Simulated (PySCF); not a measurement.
C2BrCl2F.

```xyz
6

F     -1.9202    -0.7379     0.0000
C     -0.6301    -0.9855     0.0000
Cl    -0.2446    -2.6441     0.0000
C      0.2788     0.0033     0.0000
Cl     1.9596    -0.3006     0.0000
Br    -0.2790     1.7884     0.0000
```

The structure is a stationary point at PBE0-D3(BJ)/def2-SVP. The structure was generated by enumeration; whether it is a known compound was not checked.

Method: PySCF with B3LYP/pcSseg-1. Non-relativistic, no solvent.

Computed absolute GIAO shielding of each atom: isotropic value and principal components (ppm):
```csv
atom,σ(iso),σ11,σ22,σ33,span
F1,241.9,198.5,254.9,272.2,73.7
C2,19.8,-65.9,46.5,79.0,144.9
Cl3,650.6,460.5,554.1,937.1,476.6
C4,54.1,-1.9,74.1,90.2,92.1
Cl5,644.3,472.8,538.0,922.0,449.2
Br6,1827.0,1332.6,1427.2,2721.2,1388.6
```
